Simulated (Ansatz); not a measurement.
Ansatz (an electronic-structure program) input file for Cl5W, SMILES [Cl][W-]([Cl])([Cl])([Cl])[Cl] (connectivity only; charge and spin as stated), charge -1, multiplicity 3, PBE/def2-TZVPD. Geometry: B3LYP-D3(BJ)/def2-SVPD. The multiplicity is an assumed one; other spin states were not compared. The def2 effective core potentials stand for the cores of W; spin–orbit coupling is left out.

Ansatz 0.2 input:
```yaml
crystal:
  periodic: [false, false, false]
  atoms:
    - {symbol: W, position_ang: [-0.00000000, 0.00000000, 0.00000000]}
    - {symbol: Cl, position_ang: [-0.00000000, 0.00000000, 2.44080836]}
    - {symbol: Cl, position_ang: [0.00000000, -0.00000000, -2.44080836]}
    - {symbol: Cl, position_ang: [2.31982711, -0.00000000, 0.00000000]}
    - {symbol: Cl, position_ang: [-1.15991356, 2.00902921, -0.00000000]}
    - {symbol: Cl, position_ang: [-1.15991355, -2.00902921, -0.00000000]}
basis:
  gaussian:
    orbitals: def2-TZVPD
hamiltonian:
  xc: {name: PBE}
total_charge: -1
magnetization: {spin_polarized: true, initial_magnetization: 2}
```

Output:

```
WARN ansatz: RAYON_NUM_THREADS=2 ignored (pool sized by the plan → 2); use --threads N
Functional definition: PBE
integrals: 0.40 GiB planned
1746 factors; their error is unknown
mean field: 2.22 GiB planned
mean field evaluation 1: about -64424.5825 eV, gradient 1.8e1 eV
mean field evaluation 2: about -64346.7842 eV, gradient 1.3e2 eV
mean field evaluation 4: about -64426.0783 eV, gradient 6.8e0 eV
mean field evaluation 8: about -64426.3308 eV, gradient 1.3e-1 eV
mean field evaluation 16: about -64426.3087 eV, gradient 1.9e-4 eV
mean field evaluation 32: about -64425.4825 eV, gradient 3.6e-5 eV
mean field evaluation 64: about -64425.5555 eV, gradient 7.0e-1 eV
mean field evaluation 96: about -64425.4804 eV, gradient 2.1e-2 eV
mean field -64426.30869904 eV, -2367.6231749692 hartree, gradient 3.1e-5 eV, S^2 2.011618; 15 other end points of the search recorded, 0 dependent functions left out
reference -64426.30877046 eV, -2367.6231775939 hartree; 51, 49 occupied and 222, 224 virtual orbitals, 1746 factors
Total energy: -64426.30877046 eV, -2367.6231775939 hartree
```

The run converged.
